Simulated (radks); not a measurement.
Coulomb parameter of the 4f shell of the cerium ion Ce2+ in the model configuration [Xe] 4f0.5 6s1.5, as a second difference U = [E(n + 0.5) + E(n - 0.5) - 2 E(n)] / (0.5)^2 with all orbitals relaxed. "Bare": the charge of the atom changes with n. "Screened": the 6s shell takes up the change at fixed total charge, which measures U(4f,4f) + U(6s,6s) - 2 U(4f,6s). Calculated with a radial shooting solver on a logarithmic mesh with Libxc functionals: Dirac Kohn-Sham, PBEsol, spin-unpolarised, spherical densities, point nucleus; open shells are shared between the two j in proportion to 2j + 1.

| case | configuration | E - E(n) (eV) |
|---|---|---|
| start | [Xe] 4f0.5 6s1.5 | 0.000 |
| bare +0.5 | [Xe] 4f1 6s1.5 | -10.562 |
| bare -0.5 | [Xe] 6s1.5 | 14.837 |
| screened +0.5 | [Xe] 4f1 6s1 | -3.807 |
| screened -0.5 | [Xe] 6s2 | 5.681 |

U(bare) = 17.099 eV, U(screened by 6s) = 7.495 eV.
